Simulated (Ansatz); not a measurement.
Cost and result up the ladder for the cluster Sn₄Cl₄ (8 atoms). Charge 0, multiplicity 1. Geometry: PBE0-D4/def2-SVP.

```tsv
atom	x (Å)	y (Å)	z (Å)
Sn1	1.772	-0.989	0.260
Sn2	1.472	1.245	-2.253
Sn3	-0.844	-0.318	-1.197
Sn4	-1.486	-2.151	1.147
Cl5	-0.032	2.933	-3.063
Cl6	-2.323	-0.167	2.235
Cl7	0.847	-1.974	2.442
Cl8	0.593	1.422	0.429
```

Ansatz on 4 threads of Intel Xeon on a shared host. Times are rough, and most runs start from the orbitals of an earlier one. PBE0-D4/def2-TZVP serves as the yardstick here, not as an exact answer. Differences are given only for rows in sets of like size (and for xTB, whose basis is part of the method), since another set adds its own error. Binding counts from free atoms at the same level (Sn triplet, Cl doublet; other spins of the atoms weren't run), without zero-point energy or a counterpoise term.

In the def2 sets Sn takes a core potential; there is no spin–orbit coupling. Correlated methods freeze 36 core orbitals; core or outer-core shells of Sn are correlated, in sets that lack core-valence functions. The rows differ in basis, and correlated rows in double-zeta sets carry the largest basis error. Another isomer (singlet) lies 0.79 eV lower at PBE0-D4/def2-TZVP; other spin states weren't run for this one.

Correlated methods converge slowly with the basis, most of all in double-zeta sets.

```tsv
level	functions	wall time	binding energy per atom (eV)	difference from PBE0-D4/def2-TZVP (eV)
PBE-D4/def2-SVP	176	6 s	2.81	–
PBE0-D4/def2-SVP	176	12 s	2.66	–
BLYP-D4/def2-TZVP	348	13 s	2.69	0.02
MP2/def2-SVP	176	13 s	2.35	–
RPA@PBE/def2-SVP	176	15 s	2.00	–
PBE-D4/def2-TZVP (with forces)	348	17 s	2.81	0.13
r2SCAN-D4/def2-TZVP	348	26 s	2.70	0.02
PBE0-D4/def2-TZVP	348	42 s	2.68	0.00
B2PLYP/def2-TZVP	348	54 s	2.55	-0.13
```
